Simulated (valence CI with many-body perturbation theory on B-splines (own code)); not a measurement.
**E1 line list for Rb VI**

Calculated by valence CI with perturbative core correlation (CI+MBPT): four valence electrons over a frozen Dirac-Fock core [Ar] 3d10, a basis of 11 s, 11 p, 10 d, 8 f, 5 g, 2 h functions for each j, with the one-electron correlation potential Σ1, the two-electron term Σ2, the three-electron term Σ3, Breit, model QED; selected CI, second order for the rest, scaled by the run's own slope (own B-spline code, finite nucleus).

Against 13 measured levels this calculation errs by 121 cm⁻¹ on average and by 245 at most. These come from a selection out of Sansonetti, J. Phys. Chem. Ref. Data 35, 301 (2006). Levels without a partner in it may be off by more. Among the levels kept, up to 1100 cm⁻¹ of a level comes from second order outside the variational space, and about a tenth of that is noise between levels of different J, which matters for small intervals.

Lines 101 to 150 of 581 in falling wavelength, among levels below 503880 cm⁻¹, chosen from the strongest by gf and those to the six lowest levels. Wavelengths and rates use the calculated energies, so an error of 100 cm⁻¹ moves a line at 1751 Å by 0.18 % and its rate by three times that or more. Electric multipoles are in the length gauge, E1 and E2 with the static RPA response of the core. Weak lines are less certain than strong ones. Lines between different terms over intervals too small for the method are left out, as are lines whose strength nearly cancels. Where a level lies close to another of its J and parity, the split of strength between their lines is uncertain. The highest levels of a list are the least certain.

Names give the largest LS component (configuration and term), which can be under half, so a name can repeat, a term be missing and a line seem to break the LS rules; names also repeat where a configuration has a term twice. Letters in brackets count levels of one name in rising energy.

| λ vac (Å) | Upper | Lower | A (s⁻¹) | S (a.u.) |
| --- | --- | --- | --- | --- |
| 1751 | 4s2 4p 5d 3F°_2 | 4s 4p2 4d 3G_3 | 1.37e+08 | 1.82e+00 |
| 1736 | 4s 4p2 5p 3P°_2 | 4s 4p2 5s 3P_1 | 8.70e+07 | 1.12e+00 |
| 1727 | 4s 4p2 5p 5P°_2 | 4s 4p2 5s 5P_1 | 3.31e+08 | 4.21e+00 |
| 1727 | 4s2 4p 5d 3F°_3 | 4s 4p2 4d 3G_4 | 1.09e+08 | 1.95e+00 |
| 1715 | 4s 4p2 5p 5P°_3 | 4s 4p2 5s 5P_2 | 1.29e+08 | 2.25e+00 |
| 1705 | 4s2 4p 5p 3P_1 | 4s2 4p 5s 3P°_1 | 1.66e+08 | 1.22e+00 |
| 1681 | 4s 4p2 5p 3D°_3 | 4s 4p2 5s 5P_3 | 1.89e+08 | 3.11e+00 |
| 1663 | 4s2 4d2 1G_4 | 4s2 4p 5d 3F°_3 | 2.30e+08 | 4.69e+00 |
| 1658 | 4s 4p2 5p 3P°_1 | 4s 4p2 5s 3P_0 | 1.33e+08 | 8.98e-01 |
| 1550 | 4s2 4p 5d 3F°_4 | 4s 4p2 4d 3G_5 | 1.54e+08 | 2.54e+00 |
| 1498 | 4s2 4p 5p 1S_0 | 4s2 4p 5s 1P°_1 | 1.33e+09 | 2.20e+00 |
| 1478 | 4s2 4p 5d 1P°_1 | 4s2 4p 5p 1S_0 | 1.09e+09 | 5.22e+00 |
| 1428 | 4s2 4p 5d 1D°_2 | 4s2 4p 5p 1D_2 | 1.28e+08 | 9.19e-01 |
| 1405 | 4s2 4p 5d 3D°_3 | 4s2 4p 5p 1D_2 | 8.15e+07 | 7.81e-01 |
| 1391 | 4s2 4p 5d 3D°_2 | 4s2 4p 5p 3P_1 | 1.32e+08 | 8.79e-01 |
| 1372 | 4s2 4p 5d 3D°_1 | 4s2 4p 5p 3P_1 | 3.26e+08 | 1.25e+00 |
| 1365 | 4s2 4p 5d 3P°_2 | 4s2 4p 5p 1D_2 | 2.98e+08 | 1.87e+00 |
| 1319 | 4s2 4p 5d 3F°_2 | 4s2 4p 5p 3D_2 | 3.42e+08 | 1.93e+00 |
| 1309 | 4s2 4p 5d 1F°_3 | 4s2 4p 5p 1D_2 | 2.05e+09 | 1.59e+01 |
| 1302 | 4s2 4p 5d 3P°_2 | 4s2 4p 5p 3S_1 | 1.17e+09 | 6.37e+00 |
| 1298 | 4s2 4p 5d 1D°_2 | 4s2 4p 5p 3P_2 | 3.71e+08 | 2.00e+00 |
| 1291 | 4s2 4p 5d 3P°_1 | 4s2 4p 5p 3S_1 | 1.49e+09 | 4.75e+00 |
| 1288 | 4s2 4p 5d 1F°_3 | 4s 4p2 4d 3P_2 [a] | 5.26e+08 | 3.88e+00 |
| 1285 | 4s2 4p 5d 3D°_2 | 4s2 4p 5p 3D_2 | 1.43e+08 | 7.48e-01 |
| 1283 | 4s2 4p 5d 3D°_1 | 4s2 4p 5p 3P_0 | 1.47e+09 | 4.60e+00 |
| 1279 | 4s2 4p 5d 3D°_3 | 4s2 4p 5p 3P_2 | 1.48e+09 | 1.07e+01 |
| 1278 | 4s2 4p 5d 3D°_3 | 4s 4p2 4d 5P_2 | 1.79e+08 | 1.29e+00 |
| 1278 | 4s2 4p 5d 3P°_0 | 4s2 4p 5p 3S_1 | 2.19e+09 | 2.26e+00 |
| 1277 | 4s2 4p 5d 3D°_2 | 4s2 4p 5p 3D_1 [b] | 2.40e+09 | 1.23e+01 |
| 1277 | 4s2 4p 5d 3F°_3 | 4s2 4p 5p 3D_2 | 2.73e+09 | 1.96e+01 |
| 1267 | 4s2 4p 5d 3D°_3 | 4s2 4p 5p 3D_3 | 9.70e+08 | 6.82e+00 |
| 1266 | 4s2 4p 5d 3F°_4 | 4s2 4p 5p 3D_3 | 2.90e+09 | 2.62e+01 |
| 1252 | 4s2 4p 5d 1D°_2 | 4s2 4p 5p 3P_1 | 1.74e+09 | 8.43e+00 |
| 1246 | 4s2 4p 5d 3P°_2 | 4s2 4p 5p 3P_2 | 1.02e+09 | 4.88e+00 |
| 1236 | 4s2 4p 5d 3P°_1 | 4s2 4p 5p 3P_2 | 5.90e+08 | 1.65e+00 |
| 1220 | 4s2 4p 5d 1P°_1 | 4s2 4p 5p 3S_1 | 3.81e+08 | 1.02e+00 |
| 1218 | 4s2 4p 5d 3F°_2 | 4s2 4p 5p 3D_1 [a] | 2.54e+09 | 1.13e+01 |
| 1199 | 4s2 4p 5d 1F°_3 | 4s2 4p 5p 3P_2 | 1.31e+08 | 7.82e-01 |
| 1194 | 4s2 4p 5d 3P°_1 | 4s2 4p 5p 3P_1 | 6.20e+08 | 1.56e+00 |
| 1175 | 4s2 4p 5d 3D°_1 | 4s2 4p 5p 3D_1 [a] | 8.11e+08 | 1.95e+00 |
| 1166 | 4s2 4p 5d 1D°_2 | 4s2 4p 5p 3D_2 | 2.62e+08 | 1.03e+00 |
| 1160 | 4s2 4p 6s 1P°_1 | 4s2 4p 5p 1S_0 | 3.22e+08 | 7.45e-01 |
| 1159 | 4s2 4p 5d 1D°_2 | 4s2 4p 5p 3D_1 [b] | 1.90e+08 | 7.29e-01 |
| 1156 | 4s 4p2 5p 3D°_3 | 4s 4p2 4d 3F_4 [b] | 2.70e+08 | 1.44e+00 |
| 1133 | 4s2 4p 5d 1P°_1 | 4s2 4p 5p 3P_1 | 5.14e+08 | 1.11e+00 |
| 1056 | 4s2 4p 5d 1P°_1 | 4s2 4p 5p 3D_1 [b] | 3.67e+08 | 6.40e-01 |
| 1035 | 4s 4p2 4d 3P_2 [a] | 4s2 4p 4d 1F°_3 | 2.76e+08 | 7.54e-01 |
| 1031 | 4s2 4p 6s 1P°_1 | 4s2 4p 5p 1D_2 | 1.75e+09 | 2.84e+00 |
| 1022 | 4s2 4p 5p 1D_2 | 4s2 4p 4d 1F°_3 | 1.08e+09 | 2.85e+00 |
| 1018 | 4s2 4p 6s 1P°_1 | 4s 4p2 4d 3P_2 [a] | 4.41e+08 | 6.90e-01 |
